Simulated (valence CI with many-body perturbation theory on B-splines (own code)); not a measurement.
Basis-set convergence for Rb22+

Computed by relativistic CI+MBPT: five valence electrons over a frozen Dirac-Fock core [Ne], a basis of 9 s, 9 p, 8 d, 6 f, 3 g, 1 h functions for each j, with the one-electron correlation potential Σ1 (screened to all orders), the two-electron term Σ2, the three-electron term Σ3, Breit, model QED; selected single and double excitations, second order for the rest, scaled by the run's own slope (own B-spline code, finite nucleus).

No measured levels were compared; by estimate levels of excited configurations hold to 0.05 to 0.15 % of their energy, terms of the ground configuration to about 0.5 %. Among the levels kept, up to 1700 cm⁻¹ of a level comes from second order outside the variational space, and about a tenth of that is noise between levels of different J, which matters for small intervals.

The reference run has the lowest level 3s2 3p3 4S°_3/2 and an ionisation energy of 1014.68 eV. Its largest variational space holds 19991 state functions.

Names give the largest LS component (configuration and term), which can be under half, so a name can repeat, a term be missing and a line seem to break the LS rules; names also repeat where a configuration has a term twice.

Changed runs:
A. basis 6 s, 6 p, 5 d, 3 f, 1 g
B. basis 5 s, 5 p, 4 d, 2 f

Excitation energies of the reference run in cm⁻¹, and shifts in cm⁻¹:

```
                 Level  Reference       A      B
       3s2 3p3 2D°_3/2      86994     +74   +295
       3s2 3p3 2D°_5/2     118691    +134   +511
       3s2 3p3 2P°_1/2     166659    +185   +649
       3s2 3p3 2P°_3/2     241681    +140   +516
         3s 3p4 4P_5/2     544346     -54   -146
         3s 3p4 4P_3/2     601871     -50   -149
         3s 3p4 4P_1/2     614963     -37    -71
         3s 3p4 2D_3/2     677405     +87   +210
         3s 3p4 2D_5/2     707632     +90   +262
     3s2 3p2 3d 4F_3/2     748191    +296   +756
     3s2 3p2 3d 2P_3/2     767611    +172   +313
         3s 3p4 2P_1/2     770955    +181   +438
Ionisation energy (eV)    1014.68  -0.032  -0.10
```
